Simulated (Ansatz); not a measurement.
Q: Name a neutral molecule of B, C, F, N, O and H with HOMO–LUMO gap (PBE/def2-TZVPP) between 4.45 and 4.75 eV and HOMO energy (ωB97M-V/def2-TZVPP) between -9.05 and -8.75 eV (Ansatz, PBE0-D4/def2-TZVP geometry).

A: `NC1=C(O)B1F` (4.57 eV, -8.78 eV). Other molecules can fit too; these were computed, each in one conformer that needn't be the lowest.
